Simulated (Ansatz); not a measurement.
Compare A (`CC(O)(F)[SeH]`) with its isomer B (`OC[Se]CF`).

Isolated molecules relaxed with PBE0-D4/def2-TZVP in Ansatz; ΔE leaves out vibrations. CBS: MP2 limit from def2 TZ/QZ plus the TZ coupled-cluster correction, frozen cores. Functionals use def2-TZVPP. B3LYP here is the variant with VWN-RPA as its local correlation; programs differ in this. For Se outer-core shells are correlated without core-valence functions, which leaves a few kJ/mol of doubt a bond. Scalar relativity is left out up to krypton. One conformer a species, not always the lowest.

Task: Which isomer does CCSD(T)/CBS put lower? Give the gap. (Best estimate.)

Result: Ansatz gave: A, by 58.1 kJ/mol.

Task: Give E(B) − E(A) in kJ/mol with B2PLYP, CCSD/def2-TZVPP, B3LYP, PBE0-D4, PBE-D4, B3LYP-D4, HF/def2-TZVPP. (An estimate is asked.)

Result: The calculation gave: B2PLYP 54.4, CCSD/def2-TZVPP 58.1, B3LYP 51.6, PBE0-D4 57.1, PBE-D4 52.8, B3LYP-D4 53.3, HF/def2-TZVPP 58.6. None reverses the order clearly.

Largest T1 diagnostic: 0.011.

From PBE to PBE0 (25 % exact exchange), in def2-TZVPP and without D4, E(B) − E(A) moves by +4.5 kJ/mol.
